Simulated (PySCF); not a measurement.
A calculated (PBE0, PySCF 2.14, 6-31G*, no relativity, point nucleus) atom or ion has these occupied shells.

```csv
shell,electrons,orbital energy (eV),"rms radius, mean of both spins (bohr)"
1s,2,-10881.2,0.0554
2s,2,-1380.1,0.231
2p,6,-1230.0,0.205
3s,2,-192.52,0.679
3p,6,-142.22,0.706
3d,10,-54.396,0.819
4s,2,-29.987,2.14
```

Task: Name the element and its charge.

Result: Ge²⁺ (germanium, charge +2), in [Ar] 3d10 4s2, closed-shell 1S.
